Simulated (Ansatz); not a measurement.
A made-up structure of BSiH3O2, singlet:

```xyz
7
angstrom
O -1.6821 -0.7478 -0.9516
B -0.5875 -0.3684 -0.2754
O 0.1384 -1.0299 0.6565
Si 0.9191 0.5104 0.4660
H -2.0006 -0.0790 -1.5611
H 0.9052 1.3211 1.7079
H -0.9651 0.6142 -0.7384
```

It is relaxed with PBE-D4/def2-SVP and then PBE0-D4/def2-TZVP (Ansatz 0.2.0). Atoms count as bonded within 1.22 times the sum of their covalent radii (H–H: 0.88 Å). The end point is not checked to be a true minimum.

(1) Does its bonding change? (Judge from chemistry; the calculation decides.)

## Answers

(1) By the calculation: Yes. Formed: none; broken: B2–Si4.

Where it ends: The first stage lowers the energy by 3.09 eV in 11 steps. It ends as BSiH₃O₂ ([OH][BH][O][SiH]):
```xyz
7
angstrom
O -1.8020 -0.8035 -0.5931
B -0.8014 0.0977 -0.7652
O 0.0889 0.2636 0.2353
Si 1.3078 -0.1673 1.2429
H -2.3964 -0.8411 -1.3446
H 1.0339 0.9199 2.2956
H -0.7035 0.7514 -1.7669
```

Labels in which every atom is bracketed show which atoms are joined, not bond orders.

For scale, one of the runs: PBE0-D4/def2-TZVP relaxation, 148 basis functions, launched by `ansatz run in.yaml --threads 2 --pin off --events-out ev --progress --plain --max-ram 4352MiB`. Hardware: 2 CPU threads of an AMD EPYC 9R45, shared host. Wall time about 47 s.
